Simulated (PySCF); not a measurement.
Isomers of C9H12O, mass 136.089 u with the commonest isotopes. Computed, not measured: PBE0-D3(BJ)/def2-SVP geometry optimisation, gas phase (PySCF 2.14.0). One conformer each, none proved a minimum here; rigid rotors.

**Question.** Order these by rotational constant C, smallest first.
A. `[CH3:1][CH2:2][CH2:3][C:4]1=[CH:5][C@@H:6]2[CH:7]=[CH:8][C@H:9]1[O:10]2` with C1–C2–C3–C4 179°, C2–C3–C4–C5 114°
B. `[O:1]=[CH:2]/[C:3]1=[CH:4]/[CH2:5][CH2:6]/[CH:7]=[CH:8]\[CH2:9][CH2:10]1` with O1–C2–C3–C4 178°, C3–C4–C5–C6 15°, C4–C5–C6–C7 62°, C5–C6–C7–C8 -83°, C7–C8–C9–C10 15°
C. `[CH3:1][O:2][CH2:3][CH2:4][c:5]1[cH:6][cH:7][cH:8][cH:9][cH:10]1` with C1–O2–C3–C4 -77°, O2–C3–C4–C5 -177°, C3–C4–C5–C6 91°

**Answer.** C (556.2 MHz), A (773.7 MHz), B (792.9 MHz).

**Question.** Order these by radius of gyration √(Σ m r²/M), largest first.
A. `[O:1]=[CH:2]/[C:3]1=[CH:4]/[CH2:5][CH2:6]/[CH:7]=[CH:8]\[CH2:9][CH2:10]1` with O1–C2–C3–C4 178°, C3–C4–C5–C6 15°, C4–C5–C6–C7 62°, C5–C6–C7–C8 -83°, C7–C8–C9–C10 15°
B. `[CH3:1][O:2][CH2:3][CH2:4][c:5]1[cH:6][cH:7][cH:8][cH:9][cH:10]1` with C1–O2–C3–C4 -77°, O2–C3–C4–C5 -177°, C3–C4–C5–C6 91°
C. `[CH3:1][CH2:2][CH2:3][C:4]1=[CH:5][C@@H:6]2[CH:7]=[CH:8][C@H:9]1[O:10]2` with C1–C2–C3–C4 179°, C2–C3–C4–C5 114°

**Answer.** B (2.619 Å), C (2.288 Å), A (2.227 Å).

**Question.** Order these by dipole moment, smallest first.
A. `[O:1]=[CH:2]/[C:3]1=[CH:4]/[CH2:5][CH2:6]/[CH:7]=[CH:8]\[CH2:9][CH2:10]1` with O1–C2–C3–C4 178°, C3–C4–C5–C6 15°, C4–C5–C6–C7 62°, C5–C6–C7–C8 -83°, C7–C8–C9–C10 15°
B. `[CH3:1][CH2:2][CH2:3][C:4]1=[CH:5][C@@H:6]2[CH:7]=[CH:8][C@H:9]1[O:10]2` with C1–C2–C3–C4 179°, C2–C3–C4–C5 114°
C. `[CH3:1][O:2][CH2:3][CH2:4][c:5]1[cH:6][cH:7][cH:8][cH:9][cH:10]1` with C1–O2–C3–C4 -77°, O2–C3–C4–C5 -177°, C3–C4–C5–C6 91° (2-phenylethyl methyl ether)

**Answer.** C (1.10 D), B (2.13 D), A (3.32 D).

```json
{"SMILES": "O=C/C1=C/CC/C=C\\CC1", "point group": "C1", "Ia (u·Å²)": "234.12", "Ib (u·Å²)": "478.89", "Ic (u·Å²)": "637.36", "κ": "-0.62", "μa (D)": "2.91", "μb (D)": "1.61", "μc (D)": "0.00"}
{"SMILES": "COCCc1ccccc1", "point group": "C1", "Ia (u·Å²)": "129.96", "Ib (u·Å²)": "828.38", "Ic (u·Å²)": "908.59", "κ": "-0.97", "μa (D)": "0.27", "μb (D)": "1.04", "μc (D)": "0.24"}
{"SMILES": "CCCC1=C[C@@H]2C=C[C@H]1O2", "point group": "C1", "Ia (u·Å²)": "159.38", "Ib (u·Å²)": "611.69", "Ic (u·Å²)": "653.20", "κ": "-0.96", "μa (D)": "1.52", "μb (D)": "0.58", "μc (D)": "1.38"}
```
